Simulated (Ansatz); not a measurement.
Which level was it?

C2H6BFO has 11 atoms, charge 0, and is taken as a singlet. As SMILES, `COB(C)F`. The coordinates come from a PBE0-D4/def2-TZVP relaxation. This is one conformer, not always the lowest.

```xyz
11

C    -1.3644    0.7111    0.5385
O    -0.2410    1.2278   -0.1353
B     0.8186    0.4827   -0.5089
C     0.9932   -1.0579   -0.2706
F     1.7792    1.1652   -1.1360
H    -1.4585    1.2071    1.5069
H    -2.2591    0.9243   -0.0500
H    -1.2940   -0.3677    0.6981
H     0.9476   -1.3070    0.7940
H     1.9474   -1.4128   -0.6601
H     0.1963   -1.6298   -0.7560
```

A calculation with Ansatz 0.2.0 gave:

| Property | Result |
| --- | --- |
| total energy | -279.5766 Eh |
| HOMO energy | -11.37 eV |
| LUMO energy | 3.63 eV |
| HOMO–LUMO gap | 15.00 eV |

Which of these levels gave the numbers?
A. PBE0/def2-SVP
B. B3LYP/6-31G* (spherical functions)
C. wB97X/def2-SVP
D. B2PLYP/def2-SVP

C. The others give -279.8511 Eh (B3LYP/6-31G* (spherical functions)), -279.3783 Eh (B2PLYP/def2-SVP), -279.3355 Eh (PBE0/def2-SVP).
